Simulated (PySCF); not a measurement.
Bi⁺ (bismuth, charge +1) across methods

[Xe] 4f14 5d10 6s1 6p3, high-spin 5S determinant (an excited configuration). Calculation: PySCF 2.14, in aug-cc-pV5Z-PP with ECP60MDF; scalar relativity through the core potential.

| method | E (hartree) | mean ε 5d β (eV) | mean ε 6s α (eV) | mean ε 6p α (eV) | Σ⟨r²⟩ (bohr²) | ⟨S²⟩ |
| --- | --- | --- | --- | --- | --- | --- |
| r2SCAN | -214.1016 | -36.683 | -24.882 | -13.622 | 54.65 | 6.005 |
| MN15 | -213.5535 | -38.476 | -27.401 | -14.998 | 54.60 | 6.003 |
| LDA | -213.6730 | -36.105 | -24.242 | -13.287 | 55.13 | 6.002 |
| PBE | -214.0039 | -36.009 | -24.032 | -13.182 | 55.05 | 6.002 |
| BLYP | -213.9417 | -35.901 | -23.666 | -12.850 | 55.21 | 6.001 |
| PBE0 | -213.9986 | -38.459 | -26.024 | -14.343 | 54.87 | 6.003 |
| UHF | -213.06376 | -44.753 | -31.080 | -17.254 | 55.23 | 6.008 |
| r2SCAN0 | -214.0564 | -38.943 | -26.664 | -14.661 | 54.61 | 6.005 |

Energies and moments cover only the electrons outside the core potential. Spin-orbit coupling, which splits the p, d and f shells strongly at this Z, is absent. Spin-orbit coupling is strong in this species (close to jj coupling), so the high-spin LS determinant is a model state, not a physical level.
